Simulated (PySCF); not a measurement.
Electron correlation in Pd⁺ (palladium, charge +1)

[Kr] 4d8 5p1, one real determinant (an excited configuration). Calculation: PySCF 2.14, in ANO-RCC-VTZP (7s6p4d2f1g, 68 functions); the spin-free X2C one-electron Hamiltonian (Gaussian nucleus). Frozen: [Ar] 3d10; 17 electrons correlated.

MP2 pair energies summed by pair of shells (mhartree):

```
 pair   energy  share (%)
4d-4d  -211.73       40.7
4p-4d  -170.99       32.9
4p-4p   -52.37       10.1
4s-4d   -26.80        5.2
4d-5p   -25.05        4.8
4s-4p   -24.22        4.7
4p-5p    -4.49        0.9
4s-4s    -3.78        0.7
4s-5p    -0.35        0.1
```

Total MP2 correlation energy: -519.78 mhartree.

Same-spin part -172.40 and opposite-spin part -347.38 mhartree; SCS-MP2 scales them by 1/3 and 6/5 to -474.32 mhartree.

The basis was made for the ground configuration and has no added diffuse functions, which can raise the energy of the promoted electron.

The reference is one real determinant that mixes LS terms of this configuration.
